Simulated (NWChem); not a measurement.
**Correlation energy of MgO**

```xyz
2

Mg     0.0000     0.0000     0.6990
O      0.0000     0.0000    -1.0486
```
Charge 0, spin multiplicity 1.

The numbers come from NWChem runs, not from measurements. All single points use one geometry, from PBE0/def2-SVP, a minimum by its harmonic frequencies.

Basis set: def2-SVP. Each correlation energy counts from its own Hartree-Fock reference.

The correlated methods keep 6 core orbitals frozen. The structure started from a generated list of species. No row is a measurement; the coupled-cluster row has its own basis-set and correlation limits.

Problem. For the correlation energy, CCSD+T(CCSD) gives -282.5 mHa and MP2 gives -270.4 mHa. What do SCS-MP2, CCSD, CCSD(T) give?

Solution. SCS-MP2: -261.3 mHa; CCSD: -255.1 mHa; CCSD(T): -273.9 mHa.
